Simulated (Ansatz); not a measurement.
Basis sets compared for the cluster Te3Pt2. Total charge 0; singlet. Geometry PBE-D4/def2-SVP. Ansatz on 4 threads of Intel Xeon on a shared host; times are rough, and most runs start from earlier orbitals.

```xyz
5

Pt   -1.3045   -1.5376    0.5377
Pt   -1.1259    0.7720    1.6049
Te    0.7803   -1.6393   -0.7715
Te    0.6360    0.8590   -2.0246
Te    1.0141    1.5458    0.6535
```

In the def2 sets Pt, Te take a core potential; there is no spin–orbit coupling. The restricted singlet is unstable towards broken spin symmetry in Hartree–Fock (as tested in another run); at PBE-D4/def2-SVP, PBE-D4/def2-TZVP, PBE0-D4/def2-SVP, PBE0-D4/def2-TZVP this wasn't settled. No other spin state of charge 0 was run. Another isomer (singlet) lies 0.58 eV lower at PBE0-D4/def2-TZVP; other spin states weren't run for this one.

Binding counts from free atoms (Pt triplet, Te triplet) in the same basis, without a counterpoise term.

```csv
level,functions,energy (Eh),HOMO (eV),LUMO (eV),binding per atom (eV),wall time
PBE-D4/def2-SVP,142,-1042.9592,-4.80,-4.31,2.59,4.3 s
PBE0-D4/def2-SVP,142,-1042.8673,-5.74,-3.69,2.23,8 s
```

Task: Estimate the rows for PBE-D4/def2-TZVP (with forces), PBE0-D4/def2-TZVP.

Result: 
| level | functions | energy (Eh) | HOMO (eV) | LUMO (eV) | binding per atom (eV) | wall time |
| --- | --- | --- | --- | --- | --- | --- |
| PBE-D4/def2-TZVP (with forces) | 230 | -1043.0155 | -4.80 | -4.30 | 2.68 | 11 s |
| PBE0-D4/def2-TZVP | 230 | -1042.9228 | -5.72 | -3.65 | 2.33 | 21 s |
